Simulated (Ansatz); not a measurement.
Ta₂O₇H₄ (the lowest singlet isomer of a short search). Charge 0, multiplicity 1. Geometry PBE-D4/def2-SVP, basis def2-TZVP, Ansatz.

Cartesian coordinates in Å:
```
Ta -0.561 -1.272 -0.423
Ta 0.877 0.947 1.338
O -2.158 -0.563 -0.393
O 0.080 -0.827 1.362
O -0.657 -3.159 -0.754
O 1.127 -0.211 -0.985
O 0.076 2.062 -0.071
O 0.538 1.730 2.850
O 0.087 0.198 -1.963
H -1.432 -3.740 -0.859
H -0.135 1.109 -1.568
H 2.670 0.909 1.348
H -0.513 2.818 0.118
```

| run | HOMO (eV) | LUMO (eV) |
| --- | --- | --- |
| A | -8.78 | -2.14 |
| B | -9.05 | -2.06 |
| C | -8.38 | -2.52 |
| D | -7.18 | -3.02 |
| E | -11.16 | -0.15 |
| F | -7.54 | -2.83 |

In the def2 sets Ta takes a core potential; there is no spin–orbit coupling. HSE06 is defined as in plane-wave codes, on full-range PBE exchange. The structure holds one bond between oxygen atoms, so isomers without such links may lie far lower. The structure comes from a short search, and lower isomers may exist.

The runs used HSE06, PBE, PBE0, r2SCAN, r2SCAN0, ωB97M-V. Estimate which is which.

A PBE0 (25 % exact exchange); B r2SCAN0 (25 % exact exchange); C HSE06 (range-separated); D PBE (0 % exact exchange); E ωB97M-V (range-separated); F r2SCAN (0 % exact exchange). Exact exchange lowers occupied and raises empty levels; among semilocal functionals meta-GGAs tend to open the gap a little, and such runs are hard to tell apart. The gap grows from 4.16 eV (PBE) to 11.01 eV (ωB97M-V).
